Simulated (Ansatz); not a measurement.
Ansatz (a first-principles code) input (B3LYP-D3(BJ)/def2-TZVP):

Ansatz 0.2 input:
```yaml
crystal:
  periodic: [false, false, false]
  atoms:
    - {symbol: Si, position_ang: [0.44755024, 0.19992753, -0.52769842]}
    - {symbol: O, position_ang: [1.29472568, 0.74695303, 0.76871662]}
    - {symbol: O, position_ang: [-0.46628033, 1.42873528, -1.05364256]}
    - {symbol: N, position_ang: [-0.58278058, -1.09481130, 0.02821291]}
    - {symbol: H, position_ang: [1.70155550, 0.13327784, 1.37159161]}
    - {symbol: H, position_ang: [-0.84413513, 2.02588624, -0.40322568]}
    - {symbol: H, position_ang: [-0.15308516, -1.93195428, 0.38874335]}
    - {symbol: H, position_ang: [-1.34640883, -1.34770253, -0.57869372]}
basis:
  gaussian:
    orbitals: def2-TZVP
hamiltonian:
  xc: b3lyp
  dispersion: d3bj
magnetization: {spin_polarized: true, initial_magnetization: 1}
relax: {f_tol: 0.002, max_steps: 150}
```

Output:

```
Functional definition: B3LYP
integrals: 0.06 GiB planned
894 factors; their error is unknown
0.21 GiB of the device are held for the grids
0.63 GiB of device memory are held for the factors and their scratch space
mean field: 0.66 GiB planned
mean field evaluation 1: about -13516.4665 eV, gradient 6.9e1 eV
mean field evaluation 2: about -13486.4318 eV, gradient 1.1e2 eV
mean field evaluation 4: about -13532.2652 eV, gradient 2.9e0 eV
mean field evaluation 8: about -13532.3313 eV, gradient 2.2e-1 eV
mean field evaluation 16: about -13532.3314 eV, gradient 3.2e-5 eV
mean field -13532.33141208 eV, -497.3040068503 hartree, gradient 3.2e-5 eV, S^2 0.752109; 0 other end points of the search recorded, 0 dependent functions left out
the calculation of the forces begins
reference -13532.33163913 eV, -497.3040151943 hartree; 21, 20 occupied and 133, 134 virtual orbitals, 894 factors
relax step   1: F+E_penalty+E_count = -13532.58284930 eV  Δ(F+E_penalty+E_count) = +0.000e0 eV  max|allowed force component| = 7.971e-1 eV/Å  Δτ_max = 0.0000 Å  (30 SCF iters, accepted)
these checks for a lower state are left out or cut short: starts, cluster_reference, orbital_swaps, neighbouring_geometries, increment
integrals: 0.06 GiB planned
894 factors; their error is unknown
0.21 GiB of the device are held for the grids
0.63 GiB of device memory are held for the factors and their scratch space
mean field: 0.66 GiB planned
mean field -13532.34717803 eV, -497.3045862382 hartree, gradient 1.0e-5 eV, S^2 0.752103; 0 other end points of the search recorded, 0 dependent functions left out
the calculation of the forces begins
reference -13532.34740558 eV, -497.3045946006 hartree; 21, 20 occupied and 133, 134 virtual orbitals, 894 factors
relax step   2: F+E_penalty+E_count = -13532.59772346 eV  Δ(F+E_penalty+E_count) = -1.487e-2 eV  max|allowed force component| = 5.233e-1 eV/Å  Δτ_max = 0.0252 Å  (34 SCF iters, accepted)
these checks for a lower state are left out or cut short: starts, cluster_reference, orbital_swaps, neighbouring_geometries, increment
integrals: 0.06 GiB planned
894 factors; their error is unknown
0.21 GiB of the device are held for the grids
0.63 GiB of device memory are held for the factors and their scratch space
mean field: 0.66 GiB planned
mean field -13532.35347304 eV, -497.3048175757 hartree, gradient 1.0e-5 eV, S^2 0.752115; 0 other end points of the search recorded, 0 dependent functions left out
the calculation of the forces begins
reference -13532.35370099 eV, -497.3048259527 hartree; 21, 20 occupied and 133, 134 virtual orbitals, 894 factors
relax step   3: F+E_penalty+E_count = -13532.60361798 eV  Δ(F+E_penalty+E_count) = -5.895e-3 eV  max|allowed force component| = 5.513e-2 eV/Å  Δτ_max = 0.0175 Å  (34 SCF iters, accepted)
these checks for a lower state are left out or cut short: starts, cluster_reference, orbital_swaps, neighbouring_geometries, increment
integrals: 0.06 GiB planned
894 factors; their error is unknown
0.21 GiB of the device are held for the grids
0.63 GiB of device memory are held for the factors and their scratch space
mean field: 0.66 GiB planned
mean field evaluation 32: about -13532.3203 eV, gradient 5.3e-1 eV
mean field -13532.35428622 eV, -497.3048474594 hartree, gradient 1.0e-5 eV, S^2 0.752115; 0 other end points of the search recorded, 0 dependent functions left out
the calculation of the forces begins
reference -13532.35451421 eV, -497.3048558379 hartree; 21, 20 occupied and 133, 134 virtual orbitals, 894 factors
relax step   4: F+E_penalty+E_count = -13532.60442440 eV  Δ(F+E_penalty+E_count) = -8.064e-4 eV  max|allowed force component| = 2.999e-2 eV/Å  Δτ_max = 0.0092 Å  (35 SCF iters, accepted)
these checks for a lower state are left out or cut short: starts, cluster_reference, orbital_swaps, neighbouring_geometries, increment
integrals: 0.06 GiB planned
894 factors; their error is unknown
[...]
reference -13532.44028677 eV, -497.3080079215 hartree; 21, 20 occupied and 133, 134 virtual orbitals, 894 factors
relax step  43: F+E_penalty+E_count = -13532.68601697 eV  Δ(F+E_penalty+E_count) = -1.062e-2 eV  max|allowed force component| = 1.446e-1 eV/Å  Δτ_max = 0.0844 Å  (33 SCF iters, accepted)
these checks for a lower state are left out or cut short: starts, cluster_reference, orbital_swaps, neighbouring_geometries, increment
integrals: 0.06 GiB planned
894 factors; their error is unknown
0.21 GiB of the device are held for the grids
0.63 GiB of device memory are held for the factors and their scratch space
mean field: 0.66 GiB planned
mean field evaluation 320: about -13532.4528 eV, gradient 1.2e-5 eV
mean field -13532.45284188 eV, -497.3084693130 hartree, gradient 1.2e-5 eV, S^2 0.752002; 0 other end points of the search recorded, 0 dependent functions left out
the calculation of the forces begins
reference -13532.45307202 eV, -497.3084777706 hartree; 21, 20 occupied and 133, 134 virtual orbitals, 894 factors
relax step  44: F+E_penalty+E_count = -13532.69841419 eV  Δ(F+E_penalty+E_count) = -1.240e-2 eV  max|allowed force component| = 1.510e-1 eV/Å  Δτ_max = 0.1266 Å  (38 SCF iters, accepted)
these checks for a lower state are left out or cut short: starts, cluster_reference, orbital_swaps, neighbouring_geometries, increment
integrals: 0.06 GiB planned
894 factors; their error is unknown
0.22 GiB of the device are held for the grids
0.63 GiB of device memory are held for the factors and their scratch space
mean field: 0.66 GiB planned
mean field -13532.43822906 eV, -497.3079323019 hartree, gradient 1.3e-5 eV, S^2 0.752015; 0 other end points of the search recorded, 0 dependent functions left out
the calculation of the forces begins
reference -13532.43845902 eV, -497.3079407528 hartree; 21, 20 occupied and 133, 134 virtual orbitals, 894 factors
relax step  45: F+E_penalty+E_count = -13532.68452798 eV  Δ(F+E_penalty+E_count) = +1.389e-2 eV  max|allowed force component| = 2.484e-1 eV/Å  Δτ_max = 0.1670 Å  (37 SCF iters, rejected (line search))
these checks for a lower state are left out or cut short: starts, cluster_reference, orbital_swaps, neighbouring_geometries, increment
integrals: 0.06 GiB planned
894 factors; their error is unknown
0.21 GiB of the device are held for the grids
0.63 GiB of device memory are held for the factors and their scratch space
mean field: 0.66 GiB planned
mean field -13532.45805870 eV, -497.3086610278 hartree, gradient 1.3e-5 eV, S^2 0.751966; 0 other end points of the search recorded, 0 dependent functions left out
the calculation of the forces begins
reference -13532.45828884 eV, -497.3086694853 hartree; 21, 20 occupied and 133, 134 virtual orbitals, 894 factors
relax step  46: F+E_penalty+E_count = -13532.70371568 eV  Δ(F+E_penalty+E_count) = -5.301e-3 eV  max|allowed force component| = 1.505e-1 eV/Å  Δτ_max = 0.0835 Å  (32 SCF iters, accepted)
these checks for a lower state are left out or cut short: starts, cluster_reference, orbital_swaps, neighbouring_geometries, increment
integrals: 0.06 GiB planned
894 factors; their error is unknown
0.21 GiB of the device are held for the grids
0.63 GiB of device memory are held for the factors and their scratch space
mean field: 0.66 GiB planned
mean field -13532.45978086 eV, -497.3087243158 hartree, gradient 2.1e-5 eV, S^2 0.751985; 0 other end points of the search recorded, 0 dependent functions left out
the calculation of the forces begins
reference -13532.46001069 eV, -497.3087327622 hartree; 21, 20 occupied and 133, 134 virtual orbitals, 894 factors
relax step  47: F+E_penalty+E_count = -13532.70582405 eV  Δ(F+E_penalty+E_count) = -2.108e-3 eV  max|allowed force component| = 1.012e-1 eV/Å  Δτ_max = 0.0369 Å  (32 SCF iters, accepted)
these checks for a lower state are left out or cut short: starts, cluster_reference, orbital_swaps, neighbouring_geometries, increment
integrals: 0.06 GiB planned
894 factors; their error is unknown
0.21 GiB of the device are held for the grids
0.63 GiB of device memory are held for the factors and their scratch space
mean field: 0.66 GiB planned
mean field -13532.45974603 eV, -497.3087230358 hartree, gradient 1.3e-5 eV, S^2 0.751953; 0 other end points of the search recorded, 0 dependent functions left out
the calculation of the forces begins
reference -13532.45997629 eV, -497.3087314979 hartree; 21, 20 occupied and 133, 134 virtual orbitals, 894 factors
relax step  48: F+E_penalty+E_count = -13532.70560384 eV  Δ(F+E_penalty+E_count) = +2.202e-4 eV  max|allowed force component| = 1.107e-1 eV/Å  Δτ_max = 0.0327 Å  (33 SCF iters, rejected (line search))
these checks for a lower state are left out or cut short: starts, cluster_reference, orbital_swaps, neighbouring_geometries, increment
integrals: 0.06 GiB planned
894 factors; their error is unknown
0.21 GiB of the device are held for the grids
0.63 GiB of device memory are held for the factors and their scratch space
mean field: 0.66 GiB planned
mean field evaluation 352: about -13532.4298 eV, gradient 4.2e-3 eV
mean field -13532.46076910 eV, -497.3087606332 hartree, gradient 1.2e-5 eV, S^2 0.751970; 0 other end points of the search recorded, 0 dependent functions left out
the calculation of the forces begins
reference -13532.46099921 eV, -497.3087690894 hartree; 21, 20 occupied and 133, 134 virtual orbitals, 894 factors
relax step  49: F+E_penalty+E_count = -13532.70660076 eV  Δ(F+E_penalty+E_count) = -7.767e-4 eV  max|allowed force component| = 6.754e-2 eV/Å  Δτ_max = 0.0159 Å  (34 SCF iters, accepted)
these checks for a lower state are left out or cut short: starts, cluster_reference, orbital_swaps, neighbouring_geometries, increment
integrals: 0.06 GiB planned
894 factors; their error is unknown
0.21 GiB of the device are held for the grids
0.63 GiB of device memory are held for the factors and their scratch space
mean field: 0.66 GiB planned
mean field -13532.46103649 eV, -497.3087704595 hartree, gradient 1.2e-5 eV, S^2 0.751968; 0 other end points of the search recorded, 0 dependent functions left out
the calculation of the forces begins
reference -13532.46126657 eV, -497.3087789148 hartree; 21, 20 occupied and 133, 134 virtual orbitals, 894 factors
relax step  50: F+E_penalty+E_count = -13532.70684265 eV  Δ(F+E_penalty+E_count) = -2.419e-4 eV  max|allowed force component| = 5.192e-3 eV/Å  Δτ_max = 0.0141 Å  (32 SCF iters, accepted)
these checks for a lower state are left out or cut short: starts, cluster_reference, orbital_swaps, neighbouring_geometries, increment
integrals: 0.06 GiB planned
894 factors; their error is unknown
0.21 GiB of the device are held for the grids
0.63 GiB of device memory are held for the factors and their scratch space
mean field: 0.66 GiB planned
mean field -13532.46104135 eV, -497.3087706382 hartree, gradient 1.2e-5 eV, S^2 0.751967; 0 other end points of the search recorded, 0 dependent functions left out
the calculation of the forces begins
reference -13532.46127143 eV, -497.3087790934 hartree; 21, 20 occupied and 133, 134 virtual orbitals, 894 factors
relax step  51: F+E_penalty+E_count = -13532.70685440 eV  Δ(F+E_penalty+E_count) = -1.175e-5 eV  max|allowed force component| = 7.726e-3 eV/Å  Δτ_max = 0.0052 Å  (33 SCF iters, accepted)
these checks for a lower state are left out or cut short: starts, cluster_reference, orbital_swaps, neighbouring_geometries, increment
integrals: 0.06 GiB planned
894 factors; their error is unknown
0.21 GiB of the device are held for the grids
0.63 GiB of device memory are held for the factors and their scratch space
mean field: 0.66 GiB planned
mean field -13532.46104631 eV, -497.3087708203 hartree, gradient 2.0e-5 eV, S^2 0.751967; 0 other end points of the search recorded, 0 dependent functions left out
the calculation of the forces begins
reference -13532.46127638 eV, -497.3087792754 hartree; 21, 20 occupied and 133, 134 virtual orbitals, 894 factors
relax step  52: F+E_penalty+E_count = -13532.70685620 eV  Δ(F+E_penalty+E_count) = -1.801e-6 eV  max|allowed force component| = 1.082e-3 eV/Å  Δτ_max = 0.0007 Å  (24 SCF iters, accepted)
integrals: 0.06 GiB planned
894 factors; their error is unknown
0.21 GiB of the device are held for the grids
0.63 GiB of device memory are held for the factors and their scratch space
mean field: 0.66 GiB planned
mean field evaluation 384: about -13532.4265 eV, gradient 9.0e-1 eV
mean field -13532.46104631 eV, -497.3087708203 hartree, gradient 1.9e-5 eV, S^2 0.751967; 1 other end points of the search recorded, 0 dependent functions left out
the calculation of the forces begins
reference -13532.46127638 eV, -497.3087792754 hartree; 21, 20 occupied and 133, 134 virtual orbitals, 894 factors
Total energy: -13532.70708628 eV, -497.3178126224 hartree
Atom 0 at     0.338021     0.196563    -0.257741 Å, force    -0.000119    -0.000266    -0.000044 eV/Å
Atom 1 at     1.162617     0.275672     1.178544 Å, force    -0.001082    -0.000820     0.000468 eV/Å
Atom 2 at    -0.764125     1.405292    -0.528787 Å, force     0.000453    -0.000103     0.000135 eV/Å
Atom 3 at    -0.613297    -1.212399    -0.117232 Å, force    -0.000370     0.000661    -0.000430 eV/Å
Atom 4 at     1.996749     0.752159     1.167661 Å, force     0.000483     0.000367    -0.000464 eV/Å
Atom 5 at    -0.441810     2.182091    -0.993164 Å, force    -0.000035     0.000400    -0.000137 eV/Å
Atom 6 at    -0.238447    -2.057457     0.281854 Å, force     0.000477     0.000251    -0.000015 eV/Å
Atom 7 at    -1.388566    -1.381609    -0.737132 Å, force     0.000192    -0.000489     0.000487 eV/Å
Dipole moment:     0.259961     0.030159    -0.273367 e Å
```

It need not be the lowest isomer of its formula.
